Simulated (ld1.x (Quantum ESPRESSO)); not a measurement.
# An all-electron radial function and its pseudo partner (aluminium)

Columns: radius, all-electron u(r) and pseudo u(r) of the 3s shell (level -7.71 eV) of aluminium in the configuration [Ne] 3s2 3p1; PBEsol, scalar-relativistic, ultrasoft scheme, ld1.x (Quantum ESPRESSO) 7.5.

| r (bohr) | all-electron | pseudo |
| --- | --- | --- |
| 0.145 | 0.0350 | 0.0472 |
| 0.290 | -0.2241 | 0.0959 |
| 0.435 | -0.2946 | 0.1473 |
| 0.580 | -0.2214 | 0.2020 |
| 0.725 | -0.0818 | 0.2602 |
| 0.870 | 0.0750 | 0.3213 |
| 1.015 | 0.2233 | 0.3839 |
| 1.160 | 0.3515 | 0.4459 |
| 1.305 | 0.4559 | 0.5051 |
| 1.450 | 0.5371 | 0.5587 |
| 1.595 | 0.5971 | 0.6042 |
| 1.740 | 0.6381 | 0.6394 |
| 1.885 | 0.6626 | 0.6626 |
| 2.030 | 0.6730 | 0.6730 |
| 2.175 | 0.6718 | 0.6718 |
| 2.320 | 0.6615 | 0.6615 |
| 2.465 | 0.6440 | 0.6440 |
| 2.610 | 0.6211 | 0.6211 |
| 2.755 | 0.5942 | 0.5942 |
| 2.900 | 0.5647 | 0.5647 |
| 3.045 | 0.5336 | 0.5336 |
| 3.190 | 0.5016 | 0.5016 |
| 3.335 | 0.4695 | 0.4695 |
| 3.480 | 0.4377 | 0.4377 |
| 3.625 | 0.4067 | 0.4067 |
| 3.770 | 0.3767 | 0.3767 |

**Question.** How many radial nodes do the two functions have?

**Answer.** The all-electron 3s function has n − l − 1 = 2; the pseudo-wave has 0, since the states of the same l below it are removed with the core.

**Question.** At about which radius was the pseudo-wave matched?

**Answer.** 1.95 bohr, where the columns begin to agree (steps of 0.14 bohr).

**Question.** Where does each function peak?

**Answer.** Outermost all-electron maximum near 2.03 bohr, pseudo maximum near 2.03 bohr (to the table’s step).

**Question.** Is the pseudo-wave norm-conserving?

**Answer.** No, it belongs to an ultrasoft set: the norm inside the radius is not constrained, and the difference is carried by the augmentation charge.
